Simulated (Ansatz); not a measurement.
CN2, SMILES `[N]C#N` (lower triplet) (charge 0, multiplicity 3). The linear singlet lies higher and needs more than one determinant, so no gap is given.

Cartesian coordinates (Å):
SMILES: [N]C#N
```xyz
3

N      1.2135     0.1610     0.0000
C      0.0000     0.0000     0.0000
N     -1.2135    -0.1610     0.0000
```
Charge 0, spin multiplicity 3.

Frozen-core energies in cc-pVTZ from Ansatz (a first-principles code) at a geometry from B3LYP-D3(BJ)/def2-TZVP; the HF reference has <S^2> = 2.39 and the T1 diagnostic is 0.044.

```csv
level,energy (Ha)
HF,-146.76293
MP2,-147.18149
CCSD,-147.22610
```

Estimate the energies of CCSD(T), CCSDT and CCSDT(Q), and give each level's difference from CCSDT(Q).


| level | energy (Ha) | difference from CCSDT(Q) (mHa) |
|---|---|---|
| MP2 | -147.18149 | 72.44 |
| CCSD | -147.22610 | 27.83 |
| CCSD(T) | -147.25016 | 3.77 |
| CCSDT | -147.25187 | 2.06 |
| CCSDT(Q) | -147.25393 | 0.00 |
